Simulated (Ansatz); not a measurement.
C$_{3}$H$_{8}$SSi (`C=C([SiH3])SC`) at its PBE0-D4/def2-TZVP geometry, where that method's forces vanish. Total charge 0; spin multiplicity 1.

```
atom   x (Å)   y (Å)   z (Å)
  C1  -0.768  -1.879  -0.836
  C2  -0.373  -0.668  -0.432
 Si3   1.453  -0.321  -0.226
  S4  -1.569   0.602  -0.246
  C5  -0.785   1.747   0.898
  H6  -0.045  -2.658  -1.051
  H7  -1.816  -2.128  -0.980
  H8   2.196  -1.537  -0.641
  H9   1.790  -0.006   1.188
 H10   1.867   0.839  -1.060
 H11  -0.603   1.287   1.869
 H12   0.143   2.155   0.494
 H13  -1.492   2.568   1.023
```

For each bond, give half the difference of the two atoms' forces along it (eV/Å; positive pushes the atoms apart) under PBE-D4, r2SCAN-D4, B3LYP-D4, ωB97M-V in def2-TZVPP. (Best estimate.)

Computed: 
| bond | length (Å) | PBE-D4 | r2SCAN-D4 | B3LYP-D4 | ωB97M-V |
| --- | --- | --- | --- | --- | --- |
| C1–C2 | 1.337 | 0.45 | 0.27 | 0.05 | -0.12 |
| C1–H6 | 1.084 | -0.01 | -0.10 | -0.09 | -0.03 |
| C1–H7 | 1.087 | 0.00 | -0.09 | -0.08 | -0.02 |
| C2–Si3 | 1.870 | -0.12 | -0.07 | 0.03 | 0.05 |
| C2–S4 | 1.754 | -0.01 | 0.02 | 0.19 | 0.23 |
| Si3–H8 | 1.485 | 0.08 | -0.03 | -0.09 | -0.12 |
| Si3–H9 | 1.487 | 0.07 | -0.02 | -0.08 | -0.11 |
| Si3–H10 | 1.487 | 0.07 | -0.02 | -0.07 | -0.11 |
| S4–C5 | 1.798 | 0.14 | 0.15 | 0.28 | 0.15 |
| C5–H11 | 1.090 | 0.10 | -0.03 | -0.08 | -0.09 |
| C5–H12 | 1.091 | 0.10 | -0.04 | -0.09 | -0.08 |
| C5–H13 | 1.091 | 0.10 | -0.05 | -0.10 | -0.05 |

B3LYP here is the variant with VWN-RPA as its local correlation; programs differ in this.
